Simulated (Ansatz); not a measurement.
Steps of a relaxation of `FCB1N[SiH2]1` with RKS PBE-D4/def2-SVP.

```sh
$ ansatz run in.yaml --threads 4 --pin off --events-out ev --progress --plain --max-ram 10444MiB
```

```yaml
crystal:
  periodic: [false, false, false]
  atoms:
    - {symbol: F, position_ang: [-1.032000, 1.606200, 1.502300]}
    - {symbol: C, position_ang: [-0.009300, 0.783800, 1.566600]}
    - {symbol: B, position_ang: [-0.008100, -0.131500, 0.264400]}
    - {symbol: N, position_ang: [-0.579100, -1.202100, -0.581300]}
    - {symbol: Si, position_ang: [0.221000, -0.239800, -1.727700]}
    - {symbol: H, position_ang: [0.935400, 1.386500, 1.624800]}
    - {symbol: H, position_ang: [-0.078200, 0.154000, 2.475600]}
    - {symbol: H, position_ang: [-0.060800, -2.070700, -0.449000]}
    - {symbol: H, position_ang: [-0.697800, 0.612800, -2.460200]}
    - {symbol: H, position_ang: [1.391800, -0.950300, -2.212400]}
basis:
  gaussian: {orbitals: def2-SVP}
hamiltonian: {xc: pbe, dispersion: d4}
relax: {f_tol: 0.03, max_steps: 200}
```

Positions (Å) and forces (eV/Å) along the path, 13 of 16 steps:

```xyz
10
step=1 energy=-13859.2137 eV
F    -1.032    1.606    1.502   -2.644    1.873   -0.360
C    -0.009    0.784    1.567    2.612   -2.292    0.465
B    -0.008   -0.132    0.264   -0.531    0.267   -2.884
N    -0.579   -1.202   -0.581    0.010   -1.122    3.766
Si    0.221   -0.240   -1.728    1.210    2.833    0.052
H     0.935    1.387    1.625    0.003   -0.386    0.011
H    -0.078    0.154    2.476    0.026    0.016    0.541
H    -0.061   -2.071   -0.449   -0.976   -1.127    0.344
H    -0.698    0.613   -2.460   -0.356    0.104   -1.132
H     1.392   -0.950   -2.212    0.646   -0.165   -0.804
10
step=3 energy=-13860.6344 eV
F    -1.065    1.593    1.523   -0.122    0.153    0.094
C     0.032    0.728    1.608    0.304   -0.178   -0.224
B     0.023    0.002    0.190   -0.528   -0.213    0.375
N    -0.486   -1.149   -0.447    1.532   -0.941    0.409
Si    0.270   -0.086   -1.721   -0.370    0.117   -0.789
H     0.964    1.328    1.726   -0.042    0.004    0.111
H    -0.082    0.091    2.518   -0.026   -0.047   -0.174
H    -0.292   -2.171   -0.240   -0.998    1.120   -0.061
H    -0.710    0.414   -2.779    0.225   -0.237    0.198
H     1.429   -0.801   -2.376    0.024    0.221    0.062
10
step=4 energy=-13860.8854 eV
F    -1.020    1.620    1.525   -0.046    0.134    0.140
C     0.052    0.715    1.598   -0.018   -0.069   -0.039
B     0.014    0.009    0.180   -0.187    0.233    0.287
N    -0.430   -1.151   -0.432    0.912   -0.011   -0.209
Si    0.249   -0.087   -1.743   -0.264    0.078   -0.345
H     0.995    1.284    1.758    0.002   -0.020    0.036
H    -0.104    0.055    2.488    0.015    0.001   -0.187
H    -0.437   -2.138   -0.174   -0.528   -0.257    0.130
H    -0.750    0.261   -2.831    0.130   -0.096    0.180
H     1.513   -0.620   -2.366   -0.016    0.006    0.006
10
step=6 energy=-13861.0410 eV
F    -0.920    1.806    1.642    0.229   -0.280   -0.135
C     0.001    0.739    1.584   -0.142    0.378    0.403
B    -0.014    0.057    0.165    0.001    0.023   -0.132
N    -0.229   -1.180   -0.414   -0.034   -0.229   -0.090
Si    0.242   -0.082   -1.775   -0.025   -0.088    0.014
H     1.016    1.150    1.818   -0.094   -0.133   -0.091
H    -0.249    0.027    2.408   -0.014   -0.010   -0.073
H    -0.476   -2.150   -0.161    0.062    0.294    0.042
H    -0.815    0.099   -2.835    0.001   -0.007    0.085
H     1.527   -0.517   -2.427    0.017    0.051   -0.024
10
step=7 energy=-13861.0567 eV
F    -0.880    1.842    1.606    0.234   -0.241    0.015
C    -0.010    0.736    1.587   -0.048    0.208    0.080
B    -0.005    0.064    0.161    0.015    0.110   -0.075
N    -0.203   -1.180   -0.403   -0.019   -0.287   -0.164
Si    0.241   -0.093   -1.781   -0.030    0.008    0.126
H     1.028    1.085    1.832   -0.182   -0.062    0.021
H    -0.316    0.018    2.388   -0.009    0.116   -0.051
H    -0.462   -2.136   -0.122    0.078    0.173    0.005
H    -0.848    0.072   -2.807    0.029   -0.017    0.027
H     1.539   -0.459   -2.457   -0.068   -0.008    0.015
10
step=8 energy=-13861.0700 eV
F    -0.803    1.904    1.579    0.182   -0.197    0.035
C    -0.024    0.737    1.586    0.096    0.085    0.137
B     0.000    0.069    0.156   -0.052   -0.012   -0.071
N    -0.176   -1.186   -0.404    0.130    0.028   -0.085
Si    0.226   -0.095   -1.787   -0.002    0.000    0.106
H     1.031    1.001    1.888   -0.316   -0.082   -0.049
H    -0.421    0.037    2.371    0.049    0.193   -0.161
H    -0.389   -2.142   -0.099    0.003   -0.003    0.009
H    -0.885    0.040   -2.793    0.027   -0.009    0.009
H     1.525   -0.417   -2.494   -0.118   -0.004    0.071
10
step=9 energy=-13861.0868 eV
F    -0.635    2.009    1.559    0.065   -0.027    0.047
C    -0.049    0.741    1.590   -0.284    0.007   -0.256
B    -0.041    0.074    0.155    0.290    0.075    0.212
N    -0.073   -1.191   -0.411   -0.239   -0.155    0.227
Si    0.182   -0.068   -1.783    0.049   -0.017   -0.216
H     0.995    0.836    1.969    0.092   -0.048   -0.019
H    -0.599    0.112    2.330   -0.008    0.007    0.010
H    -0.213   -2.161   -0.108    0.032    0.024   -0.002
H    -0.937   -0.003   -2.783   -0.084   -0.013    0.006
H     1.452   -0.401   -2.515    0.087    0.148   -0.008
10
step=10 energy=-13861.1182 eV
F    -0.463    2.072    1.535   -0.016    0.078    0.008
C    -0.063    0.741    1.575    0.040   -0.061   -0.052
B    -0.024    0.070    0.151   -0.084    0.039   -0.015
N    -0.061   -1.206   -0.393    0.077    0.013   -0.070
Si    0.148   -0.091   -1.794   -0.027    0.023    0.182
H     0.964    0.688    2.017   -0.014   -0.042   -0.001
H    -0.729    0.182    2.276   -0.007    0.014   -0.027
H    -0.157   -2.175   -0.072    0.039   -0.013   -0.005
H    -0.993   -0.124   -2.771    0.001    0.016    0.002
H     1.461   -0.210   -2.519   -0.009   -0.067   -0.022
10
step=11 energy=-13861.1313 eV
F    -0.346    2.109    1.542    0.009    0.031   -0.013
C    -0.079    0.744    1.571   -0.007    0.001    0.004
B    -0.022    0.084    0.146   -0.014   -0.077   -0.011
N    -0.001   -1.200   -0.389    0.015    0.110   -0.015
Si    0.127   -0.083   -1.795   -0.005   -0.049    0.057
H     0.904    0.579    2.077    0.002   -0.020    0.012
H    -0.843    0.242    2.214    0.007   -0.005   -0.022
H    -0.035   -2.171   -0.063   -0.001   -0.006    0.001
H    -1.038   -0.145   -2.743   -0.008   -0.003   -0.007
H     1.417   -0.208   -2.557    0.003    0.019   -0.007
10
step=13 energy=-13861.1348 eV
F    -0.272    2.123    1.538    0.008   -0.006   -0.003
C    -0.083    0.745    1.570    0.000   -0.012   -0.007
B    -0.018    0.083    0.147    0.001    0.046    0.015
N     0.026   -1.199   -0.387    0.003   -0.034   -0.008
Si    0.112   -0.086   -1.795   -0.002    0.008   -0.003
H     0.866    0.521    2.116    0.001   -0.001    0.000
H    -0.898    0.280    2.177   -0.012    0.010   -0.004
H     0.011   -2.169   -0.058    0.006   -0.010    0.000
H    -1.061   -0.178   -2.732    0.005   -0.003    0.006
H     1.398   -0.171   -2.572   -0.010    0.003    0.004
10
step=14 energy=-13861.1353 eV
F    -0.180    2.135    1.534    0.001   -0.074    0.023
C    -0.089    0.746    1.568    0.016   -0.091    0.154
B    -0.010    0.085    0.147    0.003    0.027    0.011
N     0.059   -1.197   -0.385    0.004   -0.070    0.015
Si    0.095   -0.086   -1.795    0.000    0.004   -0.041
H     0.818    0.451    2.163   -0.159    0.071   -0.089
H    -0.970    0.332    2.131    0.142    0.095   -0.087
H     0.078   -2.167   -0.054   -0.003    0.032   -0.013
H    -1.090   -0.213   -2.715    0.019    0.002    0.013
H     1.372   -0.137   -2.592   -0.024    0.005    0.014
10
step=15 energy=-13861.1352 eV rejected
F    -0.168    2.132    1.529    0.010   -0.045    0.033
C    -0.087    0.742    1.571   -0.026    0.106   -0.119
B    -0.002    0.083    0.148    0.004   -0.131   -0.006
N     0.069   -1.202   -0.384   -0.022    0.296   -0.049
Si    0.093   -0.087   -1.794    0.003   -0.003    0.104
H     0.806    0.448    2.172    0.027   -0.013    0.040
H    -0.975    0.345    2.119   -0.014   -0.018    0.030
H     0.077   -2.169   -0.057    0.019   -0.181    0.063
H    -1.088   -0.219   -2.707   -0.084   -0.002   -0.051
H     1.360   -0.123   -2.593    0.084   -0.009   -0.045
10
step=16 energy=-13861.1368 eV
F    -0.176    2.133    1.534    0.003   -0.021    0.002
C    -0.089    0.744    1.569    0.003    0.019   -0.005
B    -0.007    0.083    0.147    0.004   -0.012    0.008
N     0.062   -1.200   -0.385    0.000    0.019   -0.003
Si    0.094   -0.087   -1.795   -0.003    0.005    0.007
H     0.810    0.452    2.166   -0.005    0.002    0.000
H    -0.969    0.339    2.126    0.000    0.001   -0.004
H     0.081   -2.170   -0.055   -0.001   -0.009    0.002
H    -1.092   -0.211   -2.711    0.000   -0.006   -0.005
H     1.369   -0.134   -2.592    0.000    0.000   -0.003
```

It took 21 s on 4 threads of an Arm Neoverse V1 on a shared host, with 0.18 GiB of host memory at the peak.
